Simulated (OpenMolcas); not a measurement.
## Exact exchange and the vertical energy of the triplet above the singlet of AlCNClOF

The species is AlCNClOF (6 atoms), meant as a singlet with charge 0. SMILES: `O=C=[N][Al]([F])[Cl]`. The coordinates come from a PBE0-D4/def2-TZVP relaxation. This is one conformer, not always the lowest.

The vertical energy of the triplet above the singlet y, in eV, basis cc-pVDZ; a is the functional's share of exact exchange. Programs: OpenMolcas 26.06.

| functional | program | a | y (eV) |
| --- | --- | --- | --- |
| BLYP | OpenMolcas | 0 | 5.85 |
| TPSS | OpenMolcas | 0 | 5.91 |
| B3LYP | OpenMolcas | 0.2 | ? |
| PBE0 | OpenMolcas | 0.25 | 6.29 |
| BHLYP | OpenMolcas | 0.5 | 6.46 |

Problem. Fit y = c + s·a to the known rows and predict B3LYP.

Solution. 
1. Means of the 4 rows: a = 0.1875, y = 6.127.
2. Σ(Δa)² = 0.17188, Σ(Δa·Δy) = 0.20688, so the slope is 0.20688/0.17188 = 1.2036.
3. Intercept: 6.127 − (1.2036) × 0.1875 = 5.901. The largest residual of the fit is 0.087.
4. B3LYP: 5.901 + (1.2036) × 0.2 = 6.14 eV.

The run gave 6.17 eV, so the prediction is off by -0.03 eV, within the largest residual.
